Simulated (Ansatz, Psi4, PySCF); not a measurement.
C$_{4}$H$_{4}$S, triplet, geometry from GFN2-xTB (a higher spin typed on purpose: for a closed-shell molecule this is an excited state). Base run: B3LYP/STO-3G in PySCF.

The PySCF input:
```python
from pyscf import gto, scf, dft

mol = gto.M(
    atom='''
C     0.350925   -1.447307    0.170024
C    -0.956479   -1.133105    0.219030
C    -1.198458    0.284676    0.045372
S     0.282462    1.203636   -0.181475
C     1.196972   -0.291006   -0.044417
H     0.774670   -2.429034    0.272395
H    -1.771151   -1.817209    0.367821
H    -2.144377    0.783945    0.044280
H     2.263712   -0.275429   -0.120950
''',
    basis='sto-3g',
    charge=0,
    spin=2,
    verbose=4,
)

mf = dft.UKS(mol)
mf.xc = 'b3lyp'
mf.kernel()
```

The same geometry, method and basis name were run in Ansatz (an electronic-structure program) and Psi4 and PySCF, at each program's defaults and at the settings that a row names. The base is PySCF at its defaults. Differences at the defaults can come from grids, fitting, cores and function types together.

| code and settings | ΔE vs base (µEh) | basis functions | E (Eh) | SCF cycles | dipole (D) |
|---|---|---|---|---|---|
| PySCF, defaults (exact integrals, its default grid, spherical functions) | 0.0 | 33 | -546.58379 | 9 | 0.21 |
| Psi4, defaults (density fitting with its default set, its default grid, spherical functions) | -1714 | 33 | -546.58551 | 8 | 0.21 |
| Ansatz, defaults (factorised integrals, its default grid, spherical functions) | 0.5 | 33 | -546.58379 | - | - |
| PySCF, density fitting with def2-universal-jkfit | -1717 | 33 | -546.58551 | 9 | 0.21 |
| PySCF, fine grid | -0.7 | 33 | -546.58379 | 9 | 0.21 |
| Psi4, exact integrals, spherical functions, fine grid | -1.0 | 33 | -546.58379 | 10 | 0.21 |
| Ansatz, high accuracy | -1.0 | 33 | -546.58379 | - | - |

Open shells are given as the SCF converged; they aren't shown to be the lowest states, and a large step between rows can be another state.
